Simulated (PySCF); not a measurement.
C7H10NP.
Bonds: C1–C2, C2–C3, C2–C4, C4–N5 (aromatic), N5–C6 (aromatic), C6–C7 (aromatic), C7–C8 (aromatic), C8–P9 (aromatic), C4–P9 (aromatic). Hydrogens: H10, H11, H12 on C1; H13 on C2; H14, H15, H16 on C3; H17 on C6; H18 on C7; H19 on C8.

The same species was optimised twice, with GFN2-xTB and with PBE0-D3(BJ)/def2-SVP (PySCF), and the same property calculations (PySCF, gas phase) were run on both structures.

```json
{"coordinate": "C4–N5 (Å)", "GFN2-xTB": "1.312", "PBE0-D3(BJ)/def2-SVP": "1.328", "change": "+0.016"}
{"coordinate": "C6–C7 (Å)", "GFN2-xTB": "1.388", "PBE0-D3(BJ)/def2-SVP": "1.397", "change": "+0.009"}
{"coordinate": "C7–C8 (Å)", "GFN2-xTB": "1.380", "PBE0-D3(BJ)/def2-SVP": "1.388", "change": "+0.008"}
{"coordinate": "N5–C6 (Å)", "GFN2-xTB": "1.319", "PBE0-D3(BJ)/def2-SVP": "1.327", "change": "+0.008"}
{"coordinate": "C2–C4 (Å)", "GFN2-xTB": "1.510", "PBE0-D3(BJ)/def2-SVP": "1.517", "change": "+0.007"}
{"coordinate": "C8–P9 (Å)", "GFN2-xTB": "1.736", "PBE0-D3(BJ)/def2-SVP": "1.738", "change": "+0.002"}
{"coordinate": "C1–C2 (Å)", "GFN2-xTB": "1.528", "PBE0-D3(BJ)/def2-SVP": "1.527", "change": "-0.001"}
{"coordinate": "C2–C3 (Å)", "GFN2-xTB": "1.528", "PBE0-D3(BJ)/def2-SVP": "1.527", "change": "-0.001"}
{"coordinate": "C4–P9 (Å)", "GFN2-xTB": "1.761", "PBE0-D3(BJ)/def2-SVP": "1.760", "change": "-0.001"}
{"coordinate": "C1–C2–C3 (°)", "GFN2-xTB": "110.7", "PBE0-D3(BJ)/def2-SVP": "111.7", "change": "+1.0"}
{"coordinate": "C4–N5–C6 (°)", "GFN2-xTB": "123.0", "PBE0-D3(BJ)/def2-SVP": "122.4", "change": "-0.6"}
{"coordinate": "C1–C2–C4 (°)", "GFN2-xTB": "109.7", "PBE0-D3(BJ)/def2-SVP": "110.2", "change": "+0.5"}
{"coordinate": "C3–C2–C4 (°)", "GFN2-xTB": "109.7", "PBE0-D3(BJ)/def2-SVP": "110.2", "change": "+0.5"}
{"coordinate": "C4–P9–C8 (°)", "GFN2-xTB": "98.5", "PBE0-D3(BJ)/def2-SVP": "99.0", "change": "+0.5"}
{"coordinate": "C2–C4–N5 (°)", "GFN2-xTB": "116.1", "PBE0-D3(BJ)/def2-SVP": "115.7", "change": "-0.4"}
{"coordinate": "C2–C4–P9 (°)", "GFN2-xTB": "117.1", "PBE0-D3(BJ)/def2-SVP": "117.4", "change": "+0.3"}
{"coordinate": "N5–C6–C7 (°)", "GFN2-xTB": "125.5", "PBE0-D3(BJ)/def2-SVP": "125.7", "change": "+0.2"}
{"coordinate": "C1–C2–C4–N5 (°)", "GFN2-xTB": "-61", "PBE0-D3(BJ)/def2-SVP": "-62", "change": "-1"}
```

Rotational constants: A = 2524, B = 1060, C = 887.8 MHz (GFN2-xTB) against A = 2503, B = 1049, C = 879.4 MHz (PBE0-D3(BJ)/def2-SVP). Point groups within 0.08 Å: Cs and Cs.

On the GFN2-xTB structure: HOMO (eV) -6.95 [PBE0/pcSseg-1]; LUMO (eV) -1.77 [PBE0/pcSseg-1]; dipole (D) 1.25 [PBE0/pcSseg-1]; GIAO shielding of C1/C3 (mean) (ppm) 160.5 [PBE0/pcSseg-1]; GIAO shielding of C2 (ppm) 140.4 [PBE0/pcSseg-1]; GIAO shielding of C4 (ppm) -29.4 [PBE0/pcSseg-1]; GIAO shielding of N5 (ppm) -93.9 [PBE0/pcSseg-1]; GIAO shielding of C6 (ppm) 35.0 [PBE0/pcSseg-1]; GIAO shielding of C7 (ppm) 60.0 [PBE0/pcSseg-1]; GIAO shielding of C8 (ppm) 8.8 [PBE0/pcSseg-1]; GIAO shielding of P9 (ppm) 109.0 [PBE0/pcSseg-1].

Task: What do these properties become on the PBE0-D3(BJ)/def2-SVP structure?

Result: 
```json
{"property": "HOMO (eV)", "level": "PBE0/pcSseg-1", "on GFN2-xTB": "-6.95", "on PBE0-D3(BJ)/def2-SVP": "-7.01", "change": "-0.06"}
{"property": "LUMO (eV)", "level": "PBE0/pcSseg-1", "on GFN2-xTB": "-1.77", "on PBE0-D3(BJ)/def2-SVP": "-1.78", "change": "-0.01"}
{"property": "dipole (D)", "level": "PBE0/pcSseg-1", "on GFN2-xTB": "1.25", "on PBE0-D3(BJ)/def2-SVP": "1.28", "change": "+0.03"}
{"property": "energy, GFN2-xTB geometry as zero (kcal/mol)", "level": "PBE0/pcSseg-1", "on GFN2-xTB": "0.0", "on PBE0-D3(BJ)/def2-SVP": "-0.5", "change": "-0.5"}
{"property": "GIAO shielding of C1/C3 (mean) (ppm)", "level": "PBE0/pcSseg-1", "on GFN2-xTB": "160.5", "on PBE0-D3(BJ)/def2-SVP": "158.5", "change": "-2.0"}
{"property": "GIAO shielding of C2 (ppm)", "level": "PBE0/pcSseg-1", "on GFN2-xTB": "140.4", "on PBE0-D3(BJ)/def2-SVP": "139.7", "change": "-0.7"}
{"property": "GIAO shielding of C4 (ppm)", "level": "PBE0/pcSseg-1", "on GFN2-xTB": "-29.4", "on PBE0-D3(BJ)/def2-SVP": "-31.8", "change": "-2.4"}
{"property": "GIAO shielding of N5 (ppm)", "level": "PBE0/pcSseg-1", "on GFN2-xTB": "-93.9", "on PBE0-D3(BJ)/def2-SVP": "-102.7", "change": "-8.8"}
{"property": "GIAO shielding of C6 (ppm)", "level": "PBE0/pcSseg-1", "on GFN2-xTB": "35.0", "on PBE0-D3(BJ)/def2-SVP": "31.5", "change": "-3.5"}
{"property": "GIAO shielding of C7 (ppm)", "level": "PBE0/pcSseg-1", "on GFN2-xTB": "60.0", "on PBE0-D3(BJ)/def2-SVP": "56.9", "change": "-3.1"}
{"property": "GIAO shielding of C8 (ppm)", "level": "PBE0/pcSseg-1", "on GFN2-xTB": "8.8", "on PBE0-D3(BJ)/def2-SVP": "8.1", "change": "-0.7"}
{"property": "GIAO shielding of P9 (ppm)", "level": "PBE0/pcSseg-1", "on GFN2-xTB": "109.0", "on PBE0-D3(BJ)/def2-SVP": "109.6", "change": "+0.6"}
```

The heavy atoms differ by 0.015 Å rms after alignment. Among bonds between heavy atoms C4–N5 changes most (+0.016 Å). Changes are differences of the printed values. Neither structure is proved a minimum here.

Conformer computed: `[CH3:1][CH:2]([CH3:3])[c:4]1[n:5][cH:6][cH:7][cH:8][p:9]1`: C1–C2–C4–N5 -62°.
